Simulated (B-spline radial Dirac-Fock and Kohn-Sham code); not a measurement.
Pt⁴⁺: scattering cross sections and density moments

System: the Pt⁴⁺ ion in the configuration [Xe] 4f14 5d5 6p1 (not the ground configuration).

Calculated with an atomic code on a B-spline grid, using Dirac-Fock orbitals of the configuration average with a finite nucleus.

- Sum of ⟨r⟩: 37.06 bohr
- Sum of ⟨r²⟩: 38.13 bohr²
- Sum of ⟨1/r⟩: 592.13 per bohr
- Langevin diamagnetic susceptibility: -30.2 × 10⁻⁶ cm³/mol
- Lamb shielding (α²/3)Σ⟨1/r⟩: 10510 ppm

Coherent scattering is the Thomson cross section weighted by f₀², without anomalous dispersion; incoherent scattering is Klein-Nishina weighted by S. The Lamb formula is the non-relativistic shielding expression. Electron correlation is left out.

```
hν (keV)  coherent (b)  incoherent (b)  incoherent per electron (b)
       2          3338           2.036                       0.0275
       5          2495           6.614                       0.0894
  8.0478          1828           10.72                        0.145
      10          1521           12.94                        0.175
 17.4793         834.2           19.05                        0.257
      20         706.1           20.59                        0.278
     100         63.79           30.74                        0.415
     500         3.389           20.88                        0.282
```

Incoherent scattering overtakes coherent scattering between 100 and 500 keV.
